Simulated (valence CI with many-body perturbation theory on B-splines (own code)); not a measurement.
Eu32+: calculated level list

Calculated by relativistic CI+MBPT: three valence electrons over a frozen Dirac-Fock core [Ar] 3d10, radial functions for each j: 11 s, 11 p, 9 d, 7 f, 5 g, 2 h, 1 i, with the one-electron correlation potential Σ1, the two-electron term Σ2, the three-electron term Σ3, Breit, model QED; selected CI, second order for the rest (own B-spline code, finite nucleus).

The last digits are not significant, and no measured levels were compared; by estimate large intervals hold to a few tenths of a per cent, small ones and those within an open d or f shell to about a per cent.

Levels 1 to 45 of 66, with energies above the lowest level, (4s^2 4p1/2) J=1/2. "Leading %" is the weight of the configuration and term that name the level; weights of strongly mixed levels are sums over their largest components and can fall short. In the jj column 3d3/2^4 stands for four electrons in 3d with j = 3/2. Lifetimes count E1, E2, E3, M1 and M2 decay at the calculated energies, and are blank where another channel may lead or the interval is too uncertain; long ones can be off by a factor of two.

```
No.  Configuration  Term    J  E (cm⁻¹)  Leading %  Lifetime      g   Second component                Leading jj
  1         4s2 4p   2P°  1/2         0         99            0.662                            4s^2 4p1/2 (99 %)
  2         4s2 4p   2P°  3/2    331880         99   3.00 μs  1.331                            4s^2 4p3/2 (99 %)
  3         4s 4p2    4P  1/2    563400         67   78.8 ps  2.323     24 % 4s 4p2 2S         4s 4p1/2^2 (94 %)
  4         4s 4p2    4P  3/2    821550         93    640 ps  1.679      5 % 4s 4p2 2D     4s 4p1/2 4p3/2 (98 %)
  5         4s 4p2    2D  5/2    871480         51    141 ps  1.390     48 % 4s 4p2 4P     4s 4p1/2 4p3/2 (96 %)
  6         4s 4p2    2D  3/2    946130         70   8.80 ps  0.941     23 % 4s 4p2 2P     4s 4p1/2 4p3/2 (93 %)
  7         4s 4p2    2P  1/2    971210         71   3.88 ps  1.182     22 % 4s 4p2 4P     4s 4p1/2 4p3/2 (92 %)
  8         4s 4p2    4P  5/2   1177000         50   87.2 ps  1.400     42 % 4s 4p2 2D         4s 4p3/2^2 (91 %)
  9         4s2 4d    2D  3/2   1283100         47   2.63 ps  1.062     45 % 4s 4p2 2P         4s^2 4d3/2 (47 %)
 10         4s 4p2    2S  1/2   1303600         69   5.71 ps  1.823     18 % 4s 4p2 2P         4s 4p3/2^2 (96 %)
 11         4s2 4d    2D  3/2   1357300         48   2.11 ps  0.974     29 % 4s 4p2 2P         4s 4p3/2^2 (50 %)
 12         4s2 4d    2D  5/2   1397000         91   3.25 ps  1.203      7 % 4s 4p2 2D         4s^2 4d5/2 (91 %)
 13            4p3   2P°  3/2   1523600         42   7.31 ps  1.335       28 % 4p3 2D°      4p1/2^2 4p3/2 (93 %)
 14       4s 4p 4d   4F°  3/2   1755300         75   29.3 ps  0.565  15 % 4s 4p 4d 2D°     4s 4p1/2 4d3/2 (92 %)
 15            4p3   2D°  5/2   1777700         30   67.2 ps  1.109  30 % 4s 4p 4d 4F°     4s 4p1/2 4d3/2 (65 %)
 16            4p3   4S°  3/2   1804100         48   4.60 ps  1.351       31 % 4p3 2D°      4p1/2 4p3/2^2 (79 %)
 17       4s 4p 4d   4F°  5/2   1829600         42   9.07 ps  1.124       42 % 4p3 2D°      4p1/2 4p3/2^2 (42 %)
 18       4s 4p 4d   4D°  1/2   1876600         68   1.89 ps  0.367  23 % 4s 4p 4d 2P°     4s 4p1/2 4d3/2 (93 %)
 19       4s 4p 4d   4D°  3/2   1878700         48   2.22 ps  1.337  28 % 4s 4p 4d 4P°     4s 4p1/2 4d3/2 (69 %)
 20       4s 4p 4d   4P°  5/2   1889600         49   3.98 ps  1.433  24 % 4s 4p 4d 4D°     4s 4p1/2 4d5/2 (87 %)
 21            4p3   2P°  1/2   1894000         92   4.23 ps  0.657   6 % 4s 4p 4d 2P°      4p1/2 4p3/2^2 (92 %)
 22       4s 4p 4d   4F°  7/2   1896400         61   9.66 ps  1.256  20 % 4s 4p 4d 4D°     4s 4p1/2 4d5/2 (89 %)
 23       4s 4p 4d   2F°  5/2   1974200         71   4.54 ps  0.959       11 % 4p3 2D°     4s 4p1/2 4d5/2 (70 %)
 24       4s 4p 4d   2D°  3/2   2004200         40   2.20 ps  1.030  37 % 4s 4p 4d 2P°     4s 4p1/2 4d5/2 (56 %)
 25       4s 4p 4d   4D°  3/2   2134000         23   3.35 ps  1.304  18 % 4s 4p 4d 4P°     4s 4p3/2 4d3/2 (62 %)
 26       4s 4p 4d   4D°  5/2   2143000         55   2.22 ps  1.274  16 % 4s 4p 4d 4F°     4s 4p3/2 4d3/2 (92 %)
 27       4s 4p 4d   4P°  1/2   2143900         88   2.70 ps  2.353  11 % 4s 4p 4d 4D°     4s 4p3/2 4d3/2 (98 %)
 28       4s 4p 4d   4F°  9/2   2145300        100   3.86 μs  1.331                       4s 4p3/2 4d5/2 (100 %)
 29       4s 4p 4d   4D°  7/2   2153500         51   2.63 ps  1.319  33 % 4s 4p 4d 4F°     4s 4p3/2 4d3/2 (64 %)
 30       4s 4p 4d   4P°  3/2   2162300         34   3.48 ps  1.420       20 % 4p3 2P°     4s 4p3/2 4d3/2 (36 %)
 31       4s 4p 4d   2D°  3/2   2218700         66   1.99 ps  0.971  16 % 4s 4p 4d 4P°     4s 4p3/2 4d3/2 (58 %)
 32       4s 4p 4d   2D°  5/2   2220000         48   4.48 ps  1.336  36 % 4s 4p 4d 4P°     4s 4p3/2 4d5/2 (97 %)
 33       4s 4p 4d   2F°  5/2   2251200         64   2.28 ps  0.906    20 % 4s2 4f 2F°     4s 4p3/2 4d3/2 (73 %)
 34       4s 4p 4d   2F°  7/2   2273900         91   3.45 ps  1.161   7 % 4s 4p 4d 4D°     4s 4p3/2 4d5/2 (74 %)
 35       4s 4p 4d   2F°  7/2   2279200         54   4.79 ps  1.201  20 % 4s 4p 4d 4D°     4s 4p3/2 4d5/2 (76 %)
 36       4s 4p 4d   2P°  1/2   2290800         78   1.62 ps  0.599  17 % 4s 4p 4d 4D°     4s 4p3/2 4d3/2 (83 %)
 37       4s 4p 4d   2P°  1/2   2343600         91   2.72 ps  0.674        5 % 4p3 2P°     4s 4p3/2 4d5/2 (83 %)
 38       4s 4p 4d   2P°  3/2   2367000         83   2.22 ps  1.307   5 % 4s 4p 4d 4D°     4s 4p3/2 4d5/2 (94 %)
 39       4s 4p 4d   2D°  5/2   2372000         73   1.63 ps  1.138  10 % 4s 4p 4d 2F°     4s 4p3/2 4d5/2 (75 %)
 40       4s 4p 4d   2D°  3/2   2379600         36   1.43 ps  1.087  25 % 4s 4p 4d 2P°     4s 4p3/2 4d5/2 (35 %)
 41         4p2 4d    4F  3/2   2436200         42   11.1 ps  0.747     25 % 4p2 4d 2D      4p1/2^2 4d3/2 (97 %)
 42         4s2 4f   2F°  5/2   2466800         70   1.79 ps  0.868  25 % 4s 4p 4d 2F°         4s^2 4f5/2 (70 %)
 43         4s2 4f   2F°  7/2   2471000         78   2.20 ps  1.146  18 % 4s 4p 4d 2F°         4s^2 4f7/2 (78 %)
 44         4p2 4d    4D  5/2   2532700         25   6.64 ps  1.185     24 % 4p2 4d 4F      4p1/2^2 4d5/2 (90 %)
 45         4p2 4d    2F  5/2   2702200         53   11.0 ps  0.935     39 % 4p2 4d 4F  4p1/2 4p3/2 4d3/2 (91 %)
```

Where two levels of one J and parity lie close, their mixing, g and order are uncertain.

The ionisation energy to 4s2 1S_0 of the next ion comes out as 1298 eV (NIST: 1296 ± 4 eV (theoretical)). All 66 levels together are meant to be complete up to 3045800 cm⁻¹.
